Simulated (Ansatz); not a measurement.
The same path of Br + CH4 (6 atoms, charge 0, multiplicity 2) was run 3 times with different band settings.

These are results of Ansatz 0.2.0, UKS r2SCANh/def2-SVP, not measurements.

Relaxed end points:

```xyz
6
Properties=species:S:1:pos:R:3
H 0.243 -0.137 -0.840
Br -0.619 -2.677 -0.096
C 0.122 0.532 0.024
H -0.920 0.519 0.366
H 0.389 1.549 -0.291
H 0.784 0.214 0.837
```

```xyz
6
Properties=species:S:1:pos:R:3
H -0.272 -0.363 0.784
Br -0.324 -2.546 -1.025
C 0.065 0.508 0.204
H -0.705 1.287 0.255
H 0.230 0.238 -0.848
H 1.006 0.876 0.629
```

Common settings: movable images 7; climbing image yes; optimiser quadratic models (default); start path through a guess of the saddle point; force threshold 0.03 eV/Å; end points relaxed.

| run | spring | iteration limit |
| --- | --- | --- |
| 1 | 5.0 eV/Å² | 30 |
| 2 | 50.0 eV/Å² | 47 |
| 3 | 5.0 eV/Å² | 10 |

Q: What does each run give, and how far can it be trusted?

A: Run 1: converged after 9 iterations, highest image 0.021 eV above the first end. A vibrational analysis at the climbing image gives 2 clearly imaginary modes (112i, 112i cm⁻¹): a point of higher order, so a lower path passes nearby.
Run 2: converged after 9 iterations, highest image 0.021 eV above the first end. Another band between the same ends (7 images) ends at a top of the same energy, where a vibrational analysis finds 2 clearly imaginary modes.
Run 3: converged after 9 iterations, highest image 0.021 eV above the first end. Another band between the same ends (7 images) ends at a top of the same energy, where a vibrational analysis finds 2 clearly imaginary modes.
